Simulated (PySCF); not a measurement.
A species of formula CH8N2Si has this rotational fingerprint, computed with PBE0-D3(BJ)/def2-SVP geometry optimisation, gas phase (PySCF):

- Rotational constants: A = 9219, B = 3795, C = 3064 MHz
- Dipole components: |μa| = 1.73 D, |μb| = 0.52 D, |μc| = 0.03 D
- Inertial defect: -23.05 u·Å²
- κ: -0.76

Task: Which structure is it? (One computed conformer of each.)
A. `[NH2:1][CH2:2][SiH2:3][NH2:4]` with H–N1–C2–Si3 68° and -46°, N1–C2–Si3–N4 52°, C2–Si3–N4–H -151° and 71°
B. `[CH3:1][NH:2][SiH2:3][NH2:4]` with C1–N2–Si3–N4 -153°, N2–Si3–N4–H -150° and 62°
C. `[CH3:1][SiH:2]([NH2:3])[NH2:4]` with C1–Si2–N3–H 38° and 179°, C1–Si2–N4–H -91° and 59°

Result: A. It is NC[SiH2]N, an asymmetric top, point group C1. The candidates at the same level (rigid rotor, commonest isotopes):

| SMILES | A (MHz) | B (MHz) | C (MHz) | μa (D) | μb (D) | μc (D) | Δ (u·Å²) | point group | rotor |
| --- | --- | --- | --- | --- | --- | --- | --- | --- | --- |
| NC[SiH2]N | 9219 | 3795 | 3064 | 1.73 | 0.52 | 0.03 | -23.05 | C1 | asymmetric top |
| CN[SiH2]N | 16724 | 2988 | 2731 | 0.31 | 1.02 | 0.13 | -14.27 | C1 | near-prolate asymmetric top |
| C[SiH](N)N | 6304 | 5410 | 3397 | 0.09 | 0.08 | 0.45 | -24.79 | C1 | asymmetric top |

`CN[SiH2]N` has A 81 % too high; `C[SiH](N)N` has B 43 % too high. No structure here is proved a minimum.
